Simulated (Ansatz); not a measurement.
## GeH3 (SMILES [GeH3]): the energy, rung by rung

GeH3: 4 atoms, total charge 0, spin state doublet. As SMILES, `[GeH3]`. Geometry: relaxed at PBE0-D4/def2-TZVP.

```xyz
4

Ge    0.2146   -0.1259   -0.2494
H     1.0550    0.1096    1.0183
H    -0.8828   -1.1759   -0.0001
H    -0.3868    1.1922   -0.7688
```

Quantity: the energy change with the Ge1–H4 bond stretched from 1.539 to 3.078 Å, in eV. The values are calculated.

```
           level                    kind  program  value (eV)  less FCI/STO-3G  CPU time (all runs)
      UHF/STO-3G            Hartree–Fock   Ansatz        4.06            -0.25               0.35 s
   UB3LYP/STO-3G           global hybrid   Ansatz        4.73            +0.42                4.4 s
U-wB97M-V/STO-3G  range-separated hybrid   Ansatz        4.82            +0.51                 40 s
  U-wB97X/STO-3G  range-separated hybrid   Ansatz        4.91            +0.60                 21 s
     UMP2/STO-3G     perturbation theory   Ansatz        4.29            -0.02               0.36 s
    UCCSD/STO-3G   coupled cluster or CI   Ansatz        4.32            +0.01               0.62 s
  UCCSDTQ/STO-3G   coupled cluster or CI   Ansatz        4.31             0.00              2.8 min
      FCI/STO-3G      exact in the basis   Ansatz        4.31             0.00                1.6 s
```

FCI/STO-3G is exact within its basis and frozen core, so for wave-function methods in that basis the difference is their error; functionals converge differently with the basis, so for them it is only a difference. All-electron rows without a relativistic Hamiltonian named are non-relativistic. The first shape isn't each level's own minimum. The values span 4.06 to 4.91 eV. Spin contamination of the reference (⟨S²⟩ at least 0.1 too high) touches UHF/STO-3G, UB3LYP/STO-3G, U-wB97M-V/STO-3G, U-wB97X/STO-3G, UMP2/STO-3G, UCCSD/STO-3G, UCCSDTQ/STO-3G. All rows use very small basis sets, so even the best lies far from the true value. In the correlated wave-function rows the outer d shell of Ge is correlated, in sets not made for it. CPU times are rough (shared hosts, several kinds of processor): they show what a rung costs within a factor of a few.
